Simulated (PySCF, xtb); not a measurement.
Si(F)(NH2) (FH2NSi), SMILES [Si](F)N (connectivity only; charge and spin as stated), neutral, multiplicity 1.

Geometry optimised at PBE0-D3(BJ)/def2-TZVP. One conformer was computed; it need not be the lowest.

The numbers are results of IEF-PCM-B3LYP/def2-SVP in PySCF, not measurements.

The values are the electrostatic part of the solvation free energy, E(continuum) − E(gas) at the gas-phase geometry, in a cavity of scaled van der Waals radii (PySCF's table); cavitation and dispersion terms are not included. In vacuum the orbital gap is 5.76 eV. The dipole moment in vacuum is 2.50 D.

**Question.** Estimate the values in water (ε = 78.36), benzene (ε = 2.27), n-hexane (ε = 1.88). (An estimate is asked for; the answer gives what the named calculation found.)

**Answer.** 
```csv
solvent,ε,ΔG(elec) (kcal/mol),dipole (D),gap (eV)
water,78.36,-4.0,3.18,5.82
benzene,2.27,-1.8,2.80,5.79
n-hexane,1.88,-1.5,2.74,5.78
```

For comparison, GFN2-xTB/ALPB(water) (xtb, at the GFN2-xTB geometry, all terms of that model) gives -1.2 kcal/mol.
